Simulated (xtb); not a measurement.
H$_{4}$P, charge +1, singlet, geometry from GFN2-xTB; GFN2-xTB run with xtb 6.7.1.

xtb was given this input:
```
$ xtb mol.xyz --gfn 2 --chrg 1 --uhf 0 --json

# file mol.xyz
5

P     -0.00000000    -0.00000000    -0.00000000
H     -0.00987336     1.28259337    -0.49515063
H      1.12686123    -0.65279636    -0.44086058
H     -1.11826107    -0.66909633    -0.43831456
H      0.00127320     0.03929932     1.37432577
```

The log (banner, timings and long lists left out):

```
   ID    Z sym.   atoms
    1   15 P      1
    2    1 H      2-5

           -------------------------------------------------
          |                Calculation Setup                |
           -------------------------------------------------

           -------------------------------------------------
          |                 G F N 2 - x T B                 |
           -------------------------------------------------

          ...................................................
          :                      SETUP                      :
          :.................................................:
          :  # basis functions                  14          :
          :  # atomic orbitals                  13          :
          :  # shells                            7          :
          :  # electrons                         8          :
          :  max. iterations                   250          :
          :  Hamiltonian                  GFN2-xTB          :
          :  restarted?                      false          :
          :  GBSA solvation                  false          :
          :  PC potential                    false          :
          :  electronic temp.          300.0000000     K    :
          :  accuracy                    1.0000000          :
          :  -> integral cutoff          0.2500000E+02      :
          :  -> integral neglect         0.1000000E-07      :
          :  -> SCF convergence          0.1000000E-05 Eh   :
          :  -> wf. convergence          0.1000000E-03 e    :
          :  Broyden damping             0.4000000          :
          :  net charge                          1          :
          :  unpaired electrons                  0          :
          ...................................................

 iter      E             dE          RMSdq      gap      omega  full diag
   1     -4.1192429 -0.411924E+01  0.359E+00    8.52       0.0  T
   2     -4.1204763 -0.123341E-02  0.194E+00    8.50       1.0  T
   3     -4.1211080 -0.631746E-03  0.340E-01    8.50       1.0  T
   4     -4.1211013  0.670163E-05  0.406E-01    8.48       1.0  T
   5     -4.1211497 -0.483213E-04  0.863E-02    8.48       1.0  T
   6     -4.1211523 -0.267119E-05  0.342E-02    8.48       1.3  T
   7     -4.1211528 -0.503383E-06  0.585E-05    8.49     765.0  T
   8     -4.1211528 -0.127898E-11  0.186E-05    8.49    2400.8  T

   *** convergence criteria satisfied after 8 iterations ***

[...]
         :: total energy              -4.078208380474 Eh    ::
[...]
        12                          0.6818323              18.5536
        13                          0.6818323              18.5536
      -------------------------------------------------------------
                  HL-Gap            0.3118584 Eh            8.4861 eV
             Fermi-level           -0.5711492 Eh          -15.5418 eV

     #   Z          covCN         q      C6AA      α(0)
     1  15 P        3.910     0.421   142.862    21.471
     2   1 H        0.978     0.145     1.424     1.865
     3   1 H        0.978     0.145     1.424     1.865
     4   1 H        0.978     0.145     1.424     1.865
     5   1 H        0.978     0.145     1.424     1.865

 Mol. C6AA /au·bohr⁶  :        278.874719
 Mol. C8AA /au·bohr⁸  :      11120.150213
 Mol. α(0) /au        :         28.929393

Wiberg/Mayer (AO) data.
largest (>0.10) Wiberg bond orders for each atom

 ---------------------------------------------------------------------------
     #   Z sym  total        # sym  WBO       # sym  WBO       # sym  WBO
 ---------------------------------------------------------------------------
     1  15 P    3.665 --     3 H    0.916     4 H    0.916     5 H    0.916
                             2 H    0.916
     2   1 H    0.979 --     1 P    0.916
     3   1 H    0.979 --     1 P    0.916
     4   1 H    0.979 --     1 P    0.916
     5   1 H    0.979 --     1 P    0.916
 ---------------------------------------------------------------------------

Topologies differ in total number of bonds
Writing topology from bond orders to xtbtopo.mol

molecular dipole:
                 x           y           z       tot (Debye)
 q only:       -0.000       0.000       0.000
   full:       -0.000       0.000       0.000       0.000
molecular quadrupole (traceless):
                xx          xy          yy          xz          yz          zz
 q only:       -0.000      -0.000       0.000       0.000      -0.000       0.000
  q+dip:       -0.000      -0.000       0.000       0.000      -0.000       0.000
   full:       -0.000      -0.000       0.000       0.000      -0.000       0.000

           -------------------------------------------------
          | TOTAL ENERGY               -4.078208380474 Eh   |
          | GRADIENT NORM               0.000009177930 Eh/α |
          | HOMO-LUMO GAP               8.486099438542 eV   |
           -------------------------------------------------

normal termination of xtb
```
